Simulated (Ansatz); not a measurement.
Si₇⁻. The state is a doublet with charge -1. Geometry PBE-D4/def2-SVPD.

| atom | x (Å) | y (Å) | z (Å) |
| --- | --- | --- | --- |
| Si1 | 0.1247 | -0.1254 | -0.0297 |
| Si2 | -1.5336 | -1.7166 | -0.0800 |
| Si3 | 3.9413 | 1.4640 | -0.1814 |
| Si4 | -2.1993 | 0.5670 | 0.2988 |
| Si5 | -0.5099 | 2.2056 | 0.3560 |
| Si6 | -1.5885 | -3.8796 | -0.3899 |
| Si7 | 1.7652 | 1.4851 | 0.0262 |

At PBE-D4/def2-TZVPD, r2SCAN-D4/def2-TZVPD, B97M-V/def2-TZVPD, PBE0-D4/def2-TZVPD the charge -1 doublet is spin-contaminated (final ⟨S²⟩ up to 1.25, 0.75 for a pure state). Another isomer (doublet) lies 2.65 eV lower at PBE0-D4/def2-TZVPD; other spin states weren't run for this one.

Question: Estimate the α-spin orbital energies around the gap (eV) in Ansatz with PBE-D4/def2-TZVPD, r2SCAN-D4/def2-TZVPD, B97M-V/def2-TZVPD, PBE0-D4/def2-TZVPD.

Answer: 
```json
{"orbital": "HOMO−5", "PBE-D4/def2-TZVPD": "-3.13", "r2SCAN-D4/def2-TZVPD": "-3.36", "B97M-V/def2-TZVPD": "-3.39", "PBE0-D4/def2-TZVPD": "-4.06"}
{"orbital": "HOMO−4", "PBE-D4/def2-TZVPD": "-2.50", "r2SCAN-D4/def2-TZVPD": "-2.70", "B97M-V/def2-TZVPD": "-2.75", "PBE0-D4/def2-TZVPD": "-3.36"}
{"orbital": "HOMO−3", "PBE-D4/def2-TZVPD": "-1.93", "r2SCAN-D4/def2-TZVPD": "-2.13", "B97M-V/def2-TZVPD": "-2.06", "PBE0-D4/def2-TZVPD": "-2.71"}
{"orbital": "HOMO−2", "PBE-D4/def2-TZVPD": "-1.70", "r2SCAN-D4/def2-TZVPD": "-1.92", "B97M-V/def2-TZVPD": "-1.84", "PBE0-D4/def2-TZVPD": "-2.50"}
{"orbital": "HOMO−1", "PBE-D4/def2-TZVPD": "-1.27", "r2SCAN-D4/def2-TZVPD": "-1.47", "B97M-V/def2-TZVPD": "-1.37", "PBE0-D4/def2-TZVPD": "-1.97"}
{"orbital": "HOMO", "PBE-D4/def2-TZVPD": "-1.18", "r2SCAN-D4/def2-TZVPD": "-1.46", "B97M-V/def2-TZVPD": "-1.28", "PBE0-D4/def2-TZVPD": "-1.95"}
{"orbital": "LUMO", "PBE-D4/def2-TZVPD": "-0.17", "r2SCAN-D4/def2-TZVPD": "-0.21", "B97M-V/def2-TZVPD": "-0.13", "PBE0-D4/def2-TZVPD": "0.27"}
{"orbital": "LUMO+1", "PBE-D4/def2-TZVPD": "-0.08", "r2SCAN-D4/def2-TZVPD": "-0.10", "B97M-V/def2-TZVPD": "-0.08", "PBE0-D4/def2-TZVPD": "0.32"}
{"orbital": "LUMO+2", "PBE-D4/def2-TZVPD": "-0.06", "r2SCAN-D4/def2-TZVPD": "-0.05", "B97M-V/def2-TZVPD": "0.03", "PBE0-D4/def2-TZVPD": "0.57"}
{"orbital": "LUMO+3", "PBE-D4/def2-TZVPD": "0.96", "r2SCAN-D4/def2-TZVPD": "1.11", "B97M-V/def2-TZVPD": "1.15", "PBE0-D4/def2-TZVPD": "1.61"}
{"orbital": "LUMO+4", "PBE-D4/def2-TZVPD": "1.24", "r2SCAN-D4/def2-TZVPD": "1.46", "B97M-V/def2-TZVPD": "1.41", "PBE0-D4/def2-TZVPD": "1.88"}
{"orbital": "LUMO+5", "PBE-D4/def2-TZVPD": "1.87", "r2SCAN-D4/def2-TZVPD": "2.07", "B97M-V/def2-TZVPD": "1.95", "PBE0-D4/def2-TZVPD": "2.49"}
{"orbital": "β HOMO", "PBE-D4/def2-TZVPD": "-1.15", "r2SCAN-D4/def2-TZVPD": "-1.29", "B97M-V/def2-TZVPD": "-1.20", "PBE0-D4/def2-TZVPD": "-1.66"}
{"orbital": "β LUMO", "PBE-D4/def2-TZVPD": "-0.43", "r2SCAN-D4/def2-TZVPD": "-0.15", "B97M-V/def2-TZVPD": "-0.25", "PBE0-D4/def2-TZVPD": "0.37"}
```
